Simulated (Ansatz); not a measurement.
Consider the substitution at a C–C bond: `COB(O)C(C)C` + `[OH][SnH3]` → `C[O][SnH3]` + `CCB(O)OC`.

Computed with Ansatz on PBE0-D4/def2-TZVP structures; ΔE is electronic, products minus reactants. CBS: MP2 limit from def2 TZ/QZ plus the TZ coupled-cluster correction, frozen cores. Functionals use def2-TZVPP. def2 core potentials past Kr. For Sn outer-core shells are correlated without core-valence functions, which leaves a few kJ/mol of doubt a bond. One conformer a species, not always the lowest.

CCSD(T)/CBS gives +52.6 kJ/mol.

Another level gave +35.8 kJ/mol. Which?
A. PBE/def2-TZVPP
B. HF/def2-TZVPP
C. CCSD/def2-TZVPP
D. MP2/def2-TZVPP

B. HF/def2-TZVPP 35.8, PBE 44.3, CCSD/def2-TZVPP 50.4, MP2/def2-TZVPP 57.7 kJ/mol.

Largest T1 diagnostic among the species: 0.014.

The D4 term adds +5.1 kJ/mol with B3LYP and +3.1 kJ/mol with PBE0; it sums over pairs of atoms, weighted by their polarisabilities, and B3LYP, whose exchange is more repulsive, gets the larger term. In def2-TZVPP, CCSD(T) changes the Hartree–Fock value by +16.2 kJ/mol (the triples alone add +1.6 kJ/mol) and MP2 by +22.0 kJ/mol.

B3LYP here is the variant with VWN-RPA as its local correlation; programs differ in this.
